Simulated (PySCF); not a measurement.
Se(F)4 anion (F4Se), SMILES F[Se](F)(F)F (connectivity only; charge and spin as stated), charge -1, multiplicity 2.

Geometry optimised at PBE0-D3(BJ)/def2-SVPD. The multiplicity is an assumed one; other spin states were not compared. The isomer is the one that the SMILES or the coordinates give; other isomers of the formula were not compared.

These are PBE0-D3(BJ)/def2-SVPD (PySCF) values and carry that method's errors.

Frequencies are harmonic and unscaled.

Modes within 1.5 cm⁻¹ of each other (mostly degenerate sets) share a row, with their intensities summed.

```
mode  ν (cm⁻¹)  IR (km/mol)  moving atoms (share of kinetic energy)
----  --------  -----------  --------------------------------------
1          114          0.0                                 F 100 %
2–3        186          3.5                          F 92 %, Se 8 %
4          233         22.1                         F 54 %, Se 46 %
5          246          0.0                                 F 100 %
6          445          0.0                                 F 100 %
7–8        482        824.1                         F 60 %, Se 40 %
9          533          8.6                                  F 97 %
```
